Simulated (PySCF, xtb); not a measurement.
Mo(NH)(S)(Cl)(NH2) (ClH3MoN2S), SMILES [NH2][Mo](=[NH])(=[S])[Cl], multiplicity 1.

xtb with GFN2-xTB at its own geometry gives an orbital gap of 2.49 eV and a dipole moment of 4.96 D.

Geometry optimised at B3LYP-D3(BJ)/def2-SVP. The multiplicity is an assumed one; no other spin state was optimised. The structure was generated by enumeration; whether it is a known compound was not checked. The def2 effective core potentials stand for the cores of Mo; spin–orbit coupling is left out. Other conformers were not sampled.

**Question.** What does PySCF with PBE/def2-TZVP give? (Estimate from the structure and the level; the computed values follow.)

**Answer.** gap 3.03 eV (levels -6.39 and -3.37 eV), dipole 3.41 D.
